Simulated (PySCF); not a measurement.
1-ethenylcyclopropan-1-amine (C5H9N), SMILES C1(C=C)(CC1)N. Geometry: PBE-D3(BJ)/def2-SVP. One conformer was computed; it need not be the lowest.

Calculation: PBE-D3(BJ)/def2-SVP in PySCF 2.14.0.

Harmonic wavenumbers (cm⁻¹): 137, 224, 264, 310, 367, 419, 488, 668, 716, 747, 793, 850, 878, 891, 906, 964, 988, 1001, 1013, 1027, 1131, 1148, 1255, 1304, 1324, 1377, 1386, 1430, 1568, 1664, 3052, 3057, 3074, 3086, 3145, 3156, 3184, 3405, 3503. Rotational constants (GHz): 6.118, 2.898, 2.356; symmetry number 1.

Work out the zero-point energy and the ideal-gas rigid-rotor harmonic-oscillator thermochemistry at 298.15 K and 1 atm.

ZPE = ½ Σ hcν = ½ × 55901 cm⁻¹ = 79.91 kcal/mol. H − E(el) = 84.71 kcal/mol. Entropy in cal/(mol K): translation 39.17, rotation 26.45, vibration 12.88, total 78.49. G − E(el) = 61.31 kcal/mol. Cp = 27.78 cal/(mol K). Modes under 150 cm⁻¹ make the vibrational entropy uncertain.
